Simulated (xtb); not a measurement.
F₃Y (SMILES [F][Y]([F])[F]), singlet, at a GFN2-xTB geometry (such geometries of metal compounds can be far from the true shape); GFN0-xTB (xtb 6.7.1).

The xtb input:
```
$ xtb mol.xyz --gfn 0 --json

# file mol.xyz
4

Y      0.06440607    -0.13267464    -0.31224007
F     -1.52788470    -0.68420205     0.52720126
F     -0.08680010     1.74084587    -0.20597742
F      1.33559184    -0.48172038     1.03181646
```

Question: What does xtb print? Leave out banner, timings and long lists.

Answer: 
```
   ID    Z sym.   atoms
    1   39 Y      1
    2    9 F      2-4

           -------------------------------------------------
          |                Calculation Setup                |
           -------------------------------------------------

           -------------------------------------------------
          |                 G F N 0 - x T B                 |
           -------------------------------------------------

          ...................................................
          :                      SETUP                      :
          :.................................................:
          :  # basis functions                  22          :
          :  # atomic orbitals                  21          :
          :  # shells                            9          :
          :  # electrons                        24          :
          :  electronic temp.          300.0000000     K    :
          :  accuracy                    1.0000000          :
          :  -> integral cutoff          0.2500000E+02      :
          :  -> integral neglect         0.1000000E-07      :
          ...................................................

         :::::::::::::::::::::::::::::::::::::::::::::::::::::
         ::                     SUMMARY                     ::
         :::::::::::::::::::::::::::::::::::::::::::::::::::::
         :: total energy             -12.969233772279 Eh    ::
         :: gradient norm              0.058272963653 Eh/a0 ::
         :: HOMO-LUMO gap              4.620662311726 eV    ::
         ::.................................................::
         :: H0 energy                -12.819254382421 Eh    ::
         :: repulsion energy           0.042266094246 Eh    ::
         :: electrostat energy        -0.191605325514 Eh    ::
         :: -> Gsolv                   0.000000000000 Eh    ::
         ::    -> Gsasa                0.000000000000 Eh    ::
         ::    -> Gshift               0.000000000000 Eh    ::
         :: dispersion energy         -0.000640158590 Eh    ::
         :: short-range corr.          0.000000000000 Eh    ::
         :: add. restraining           0.000000000000 Eh    ::
         :: total charge              -0.000000000000 e     ::
         :::::::::::::::::::::::::::::::::::::::::::::::::::::

           -------------------------------------------------
          |                Property Printout                |
           -------------------------------------------------

    * Orbital Energies and Occupations

         #    Occupation            Energy/Eh            Energy/eV
      -------------------------------------------------------------
         1        2.0000           -0.8449995             -22.9936
         2        2.0000           -0.7944351             -21.6177
         3        2.0000           -0.7944351             -21.6177
         4        2.0000           -0.4425569             -12.0426
         5        2.0000           -0.4425569             -12.0426
         6        2.0000           -0.4423970             -12.0382
         7        2.0000           -0.4421458             -12.0314
         8        2.0000           -0.4416032             -12.0166
         9        2.0000           -0.4416032             -12.0166
        10        2.0000           -0.4410653             -12.0020
        11        2.0000           -0.4410653             -12.0020
        12        2.0000           -0.4407641             -11.9938 (HOMO)
        13                         -0.2709578              -7.3731 (LUMO)
        14                         -0.2425857              -6.6011
        15                         -0.2425857              -6.6011
        16                         -0.1699270              -4.6239
        17                         -0.1489400              -4.0529
        18                         -0.1489400              -4.0529
        19                          0.2148292               5.8458
        20                          0.3574680               9.7272
        21                          0.3574680               9.7272
      -------------------------------------------------------------
                  HL-Gap            0.1698062 Eh            4.6207 eV
             Fermi-level            0.0000000 Eh            0.0000 eV

     #   Z          covCN         q      C6AA      α(0)
     1  39 Y        1.887     0.900   680.142    94.119
     2   9 F        0.629    -0.300    12.399     4.060
     3   9 F        0.629    -0.300    12.399     4.060
     4   9 F        0.629    -0.300    12.399     4.060

 Mol. C6AA /au·bohr⁶  :       1182.050481
 Mol. C8AA /au·bohr⁸  :     153881.727529
 Mol. α(0) /au        :        106.298110

Wiberg/Mayer (AO) data.
largest (>0.10) Wiberg bond orders for each atom

 ---------------------------------------------------------------------------
     #   Z sym  total        # sym  WBO       # sym  WBO       # sym  WBO
 ---------------------------------------------------------------------------
     1  39 Y    1.871 --     2 F    0.624     4 F    0.624     3 F    0.624
     2   9 F    0.638 --     1 Y    0.624
     3   9 F    0.638 --     1 Y    0.624
     4   9 F    0.638 --     1 Y    0.624
 ---------------------------------------------------------------------------

Topologies differ in total number of bonds
Writing topology from bond orders to xtbtopo.mol

 dipole moment from electron density (au)
     X       Y       Z
   0.8145  -1.6779  -3.9488  total (Debye):   11.100

           -------------------------------------------------
          | TOTAL ENERGY              -12.969233772279 Eh   |
          | GRADIENT NORM               0.058272963653 Eh/α |
          | HOMO-LUMO GAP               4.620662311726 eV   |
           -------------------------------------------------

normal termination of xtb
```
